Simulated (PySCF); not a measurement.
propene (C₃H₆), singlet, at a GFN2-xTB geometry.

The PySCF input:
```python
from pyscf import gto, scf, dft

mol = gto.Mole()
mol.atom = '''
    C     1.27989193    0.12352179    0.00919112
    C     0.00825223    0.47486055    0.00924347
    H     1.58086326   -0.91147352   -0.00926160
    H     2.07459801    0.84971927    0.02748105
    H    -0.26659719    1.52209281    0.02807201
    C    -1.13573952   -0.48243353   -0.01537878
    H    -0.78376375   -1.51090673   -0.03343425
    H    -1.76443256   -0.33959044    0.86334919
    H    -1.75509560   -0.30553422   -0.89454124
'''
mol.basis = 'pcseg-1'
mol.verbose = 4
mol.build()

mf = dft.RKS(mol)
mf.xc = 'pbe0'
mf.kernel()
mf.analyze()
```

Q: Estimate the HOMO energy that PBE0/pcseg-1 (PySCF) returns for this input.

A: -7.41 eV

Q: Estimate the nuclear repulsion energy that PBE0/pcseg-1 returns for this input.

A: 71.2486 Eh

Q: What is the computed dipole moment (PBE0/pcseg-1)?

A: 0.41 D

Q: What total energy does PBE0/pcseg-1 give?

A: -117.7297 Eh

Q: What number of basis functions does PBE0/pcseg-1 give?

A: 72

Q: What is the computed HOMO-LUMO gap (PBE0/pcseg-1)?

A: 8.00 eV
